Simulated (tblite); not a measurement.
Species: C6H16OSSi.
SMILES with atom numbers: `[CH3:1][CH2:2][C@@H:3]([CH3:4])[Si@H:5]([O:6][CH3:7])[S:8][CH3:9]` (hydrogens: H10, H11, H12 on C1; H13, H14 on C2; H15 on C3; H16, H17, H18 on C4; H19 on Si5; H20, H21, H22 on C7; H23, H24, H25 on C9)

The geometry is computed with GFN2-xTB (gas phase).

**Question.** What internal coordinates does the optimisation give?

**Answer.** 
```csv
bond,length (Å),order
C1–C2,1.522,single
C2–C3,1.531,single
C3–C4,1.529,single
C3–Si5,1.907,single
Si5–O6,1.625,single
O6–C7,1.398,single
Si5–S8,2.139,single
S8–C9,1.819,single
"C1–H10, C1–H11, C1–H12",1.087,single
C2–H13,1.094,single
C2–H14,1.093,single
C3–H15,1.096,single
"C4–H16, C4–H17, C4–H18",1.089,single
Si5–H19,1.469,single
"C7–H20, C7–H21, C7–H22",1.091,single
"C9–H23, C9–H24, C9–H25",1.084,single
```

Bonds in one row agree within 0.01 Å and their mean is given. Orders are formal, as drawn. A selection of angles:
```csv
angle,degrees
C2–C1–H10,110.4
C2–C1–H11,111.0
H10–C1–H11,108.6
H11–C1–H12,107.8
C1–C2–C3,113.0
C1–C2–H13,108.8
C1–C2–H14,109.6
C3–C2–H13,108.5
C3–C2–H14,109.4
H13–C2–H14,107.4
C2–C3–C4,109.7
C2–C3–Si5,112.9
C2–C3–H15,107.1
C4–C3–Si5,110.9
C4–C3–H15,107.5
Si5–C3–H15,108.5
C3–C4–H16,110.8
H16–C4–H17,108.0
H16–C4–H18,108.7
C3–Si5–O6,115.1
C3–Si5–S8,108.9
C3–Si5–H19,111.2
O6–Si5–S8,101.7
O6–Si5–H19,109.0
S8–Si5–H19,110.5
Si5–O6–C7,130.4
O6–C7–H20,111.0
O6–C7–H21,107.7
H20–C7–H21,109.3
Si5–S8–C9,101.3
S8–C9–H23,109.5
S8–C9–H25,106.8
H23–C9–H24,110.7
H23–C9–H25,110.1
```

Dihedral angles: C1–C2–C3–C4 173° (antiperiplanar); C2–C3–Si5–O6 -162° (antiperiplanar); C3–Si5–O6–C7 78° (synclinal); C3–Si5–S8–C9 164° (antiperiplanar).

Of the pairs four or more bonds apart, Si5···H11 is among the closest relative to their van der Waals radii: 2.92 Å, 88 % of the sum of Bondi's values. S8 (sulfur bonded to C and Si) is bent (angle 101.3°). Si5 (oxygen-bound silicon) is distorted tetrahedral (angles from 101.7° to 115.1°).

Point group: C1 (no symmetry element, even within 0.4 Å). GFN2-xTB frequencies show an imaginary mode (26i cm⁻¹), so the point is no minimum at that level. 3 starts were optimised and ended at 0.00, 0.25 and 0.31 kcal/mol (GFN2-xTB); the lowest of these is shown.

On one thread of an Arm Neoverse V1, shared host with 32 logical CPUs at a one-minute load of 7.8, this took 2.9 s wall. That covers the optimisation of the geometry.
